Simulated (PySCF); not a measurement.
## Excitation energies in several basis sets

CH7BClNSi.
InChI=1S/CH7BClNSi/c3-5-1-2-4/h2H,1,4-5H2

TDDFT with PBE0 (PySCF), vertical singlets, core orbitals frozen in the response, spherical d and f functions. One conformer (not necessarily the lowest) at the PBE0-D3(BJ)/def2-SVP geometry, without solvent, vibrations or thermal averaging.

```
      basis  functions  diffuse  S1 (eV)  S2 (eV)  S3 (eV)  S4 (eV)  S5 (eV)  LUMO (eV)  α (au)
    6-31+G*        112      yes     6.95     6.97     7.22     7.29     7.51      -0.12    67.5
aug-cc-pVDZ        186      yes     6.85     6.92     7.15     7.25     7.39      -0.28    76.6
  def2-TZVP        209       no     7.05     7.46     7.48     7.56     7.70       0.14    71.1
 def2-TZVPD        263      yes     6.94     7.05     7.23     7.30     7.53      -0.07    76.7
```

Problem. Compare the sets with the largest diffuse one.

Solution. States are compared by their number. Against the largest diffuse basis here (def2-TZVPD, itself not a converged limit), sets without diffuse functions differ by up to 0.12 eV in S1 and 0.18 eV in S5; the smaller diffuse sets differ by up to 0.08 and 0.13 eV. State by state, the largest deviation of a set without diffuse functions is S1 0.12, S2 0.41, S3 0.25, S4 0.26, S5 0.18 eV. The same number needn't mean the same state in each row. Against def2-TZVPD the polarisability deviates by -12% in 6-31+G*, 0% in aug-cc-pVDZ, -7% in def2-TZVP. A single + in a Pople set puts diffuse functions on heavy atoms only.

Without π bonds the low states are Rydberg-like; a valence basis with one diffuse set may place them up to an eV too high.
